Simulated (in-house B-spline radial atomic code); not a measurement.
A fraction x of an electron is removed from 4p in Br III (Br2+), starting from [Ar] 3d10 4s2 4p3 and keeping the highest spin. All numbers are computed (non-relativistic B97-1, spin-polarised, spherical fractional occupations; point nucleus) with an all-electron radial atomic-structure program (B-spline basis), not measured.

Caution: exact exchange at fractional occupations of open shells leaves self-interaction of up to several eV.

```json
{"x": "0", "E(x) - E(0) (eV)": "0.0000", "4p up level (eV)": "-30.653"}
{"x": "0.06", "E(x) - E(0) (eV)": "1.8578", "4p up level (eV)": "-31.273"}
{"x": "0.18", "E(x) - E(0) (eV)": "5.6853", "4p up level (eV)": "-32.520"}
{"x": "0.31", "E(x) - E(0) (eV)": "10.0011", "4p up level (eV)": "-33.880"}
{"x": "0.48", "E(x) - E(0) (eV)": "15.9129", "4p up level (eV)": "-35.673"}
{"x": "0.5", "E(x) - E(0) (eV)": "16.6284", "4p up level (eV)": "-35.885"}
{"x": "0.51", "E(x) - E(0) (eV)": "16.9878", "4p up level (eV)": "-35.991"}
{"x": "0.74", "E(x) - E(0) (eV)": "25.5473", "4p up level (eV)": "-38.444"}
{"x": "0.82", "E(x) - E(0) (eV)": "28.6571", "4p up level (eV)": "-39.303"}
{"x": "0.92", "E(x) - E(0) (eV)": "32.6413", "4p up level (eV)": "-40.382"}
{"x": "1", "E(x) - E(0) (eV)": "35.9065", "4p up level (eV)": "-41.248"}
```

The exact functional would give a straight line between the two integer points. Deviations E(x) - E(0) - x[E(1) - E(0)], in eV: -0.297 at x = 0.06, -0.778 at x = 0.18, -1.13 at x = 0.31, -1.322 at x = 0.48, -1.325 at x = 0.5, -1.325 at x = 0.51, -1.024 at x = 0.74, -0.786 at x = 0.82, -0.393 at x = 0.92.

The curve lies below the straight line by up to 1.325 eV (at x = 0.5): convex, the delocalisation error, to which spherically averaged exact exchange adds.

(1) How well does Slater's transition state (minus the level at half occupation) give the ionisation energy?

Results:

(1) It gives 35.885 eV against 35.907 eV from the two total energies; NIST lists 34.87 eV, ground level to ground level. The end point has an open shell averaged over its orbitals, so its exact exchange keeps a self-interaction and this is no true integer point.
